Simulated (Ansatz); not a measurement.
Input:

```yaml
crystal:
  lattice:
    - [0.0, 5.43, 5.43]
    - [5.43, 0.0, 5.43]
    - [5.43, 5.43, 0.0]
  atoms:
    - { symbol: Si, position: [0.0, 0.0, 0.0] }
    - { symbol: Si, position: [0.125, 0.125, 0.125] }
    - { symbol: Si, position: [0.0, 0.0, 0.5] }
    - { symbol: Si, position: [0.125, 0.125, 0.625] }
    - { symbol: Si, position: [0.0, 0.5, 0.0] }
    - { symbol: Si, position: [0.125, 0.625, 0.125] }
    - { symbol: Si, position: [0.0, 0.5, 0.5] }
    - { symbol: Si, position: [0.125, 0.625, 0.625] }
    - { symbol: Si, position: [0.5, 0.0, 0.0] }
    - { symbol: Si, position: [0.625, 0.125, 0.125] }
    - { symbol: Si, position: [0.5, 0.0, 0.5] }
    - { symbol: Si, position: [0.625, 0.125, 0.625] }
    - { symbol: Si, position: [0.5, 0.5, 0.0] }
    - { symbol: Si, position: [0.625, 0.625, 0.125] }
    - { symbol: Si, position: [0.5, 0.5, 0.5] }
    - { symbol: Si, position: [0.625, 0.625, 0.625] }
    - { symbol: Ge, position: [0.55854655, 0.31244778, 0.31183534] }
basis:
  ecutwfc: 420.0
kpoints:
  mp_grid: { grid: [2, 2, 2] }
hamiltonian:
  xc: lda
  pseudopotentials: { kind: paw, azcp: { folder: soft_1 } }
scf:
  occupations: { method: gaussian, width: 0.05 }
  lower_state_search: "off"
relax:
  f_tol: 0.03
  max_steps: 60
  adjacent_minimum: "off"
```

Command:

```bash
$ ansatz run input.yaml --threads 1 --pin off --max-ram 3072MiB --backend cpu --events-out ev --progress --plain --runs-dir out
```

Hardware: 1 thread of AMD EPYC 9R45 96-Core Processor (Zen 5) (shared host).

Roughly how long does this run take, and how much memory?

14 s, with a peak of 0.58 GiB, for 8 ionic steps.
